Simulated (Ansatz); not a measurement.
Consider the formal exchange of groups at the Se–Si bond: `[SeH][SiH]([SeH])[SeH]` + `[OH][InH][SH]` → `[OH][In]([SH])[SeH]` + `[SeH][SiH2][SeH]`.

Program: Ansatz. Geometries: PBE0-D4/def2-TZVP. ΔE: electronic, gas phase. CBS: MP2 limit from def2 TZ/QZ plus the TZ coupled-cluster correction, frozen cores. DFT in def2-TZVPP. B3LYP here is the variant with VWN-RPA as its local correlation; programs differ in this. def2 core potentials past Kr. For In, Se outer-core shells are correlated without core-valence functions, which leaves a few kJ/mol of doubt a bond. Scalar relativity is left out up to krypton. Each species was taken in one conformer, which may not be the lowest.

`[SeH][SiH]([SeH])[SeH]`:

```xyz
8

Se    0.673    1.423    1.594
Si    0.047    0.018   -0.076
Se   -2.183    0.276   -0.420
Se    0.415   -2.113    0.616
H     0.530    2.615    0.743
H     0.806    0.305   -1.317
H    -2.163   -0.547   -1.640
H     1.875   -1.977    0.499
```

`[OH][InH][SH]`:

Cartesian coordinates in Å:
```
O 0.576 -0.924 1.055
In -0.598 0.343 0.078
S 0.399 0.808 -2.018
H 0.246 -1.172 1.922
H -2.060 0.946 0.710
H 1.438 -0.002 -1.746
```

`[OH][In]([SH])[SeH]`:

Z-matrix (Å, degrees):
```
In
S 1 2.367
Se 1 2.494 2 125.5
O 1 1.979 2 113.9 3 180.0
H 2 1.345 1 91.7 3 -180.0
H 3 1.469 1 91.1 2 0.0
H 4 0.960 1 113.7 2 180.0
```

`[SeH][SiH2][SeH]`:

```xyz
7

Se    1.263   -1.286   -0.845
Si   -0.238    0.387   -0.499
Se   -0.869    0.645    1.670
H     2.215   -0.736    0.129
H     0.301    1.719   -0.864
H    -1.372    0.025   -1.382
H    -1.300   -0.754    1.790
```

| level | ΔE (kJ/mol) | difference from CCSD(T)/CBS |
| --- | --- | --- |
| B3LYP-D4 | -41.6 | 2.5 |
| ωB97X-V | -40.7 | 3.4 |
| B2PLYP | -47.5 | -3.4 |
| PBE0 | -42.6 | 1.5 |
| B3LYP | -49.7 | -5.6 |
| SCS-MP2/def2-TZVPP | -45.1 | -1.0 |
| CCSD(T)/def2-TZVPP | -44.0 | 0.1 |
| HF/def2-QZVPP | -58.8 | -14.7 |
| SCS-MP2/def2-QZVPP | -45.2 | -1.1 |
| HF/CBS(def2) | -58.8 | -14.7 |
| CCSD(T)/CBS | -44.1 | 0 |

Largest T1 diagnostic among the species: 0.016.

The D4 term adds +8.2 kJ/mol with B3LYP and +4.0 kJ/mol with PBE0; it sums over pairs of atoms, weighted by their polarisabilities, and B3LYP, whose exchange is more repulsive, gets the larger term. In def2-TZVPP, CCSD(T) changes the Hartree–Fock value by +14.6 kJ/mol (the triples alone add +1.5 kJ/mol) and MP2 by +16.3 kJ/mol.

CCSD(T)/CBS has its own doubt, a few kJ/mol and more with outer-core shells, so smaller differences from it don't rank the levels.
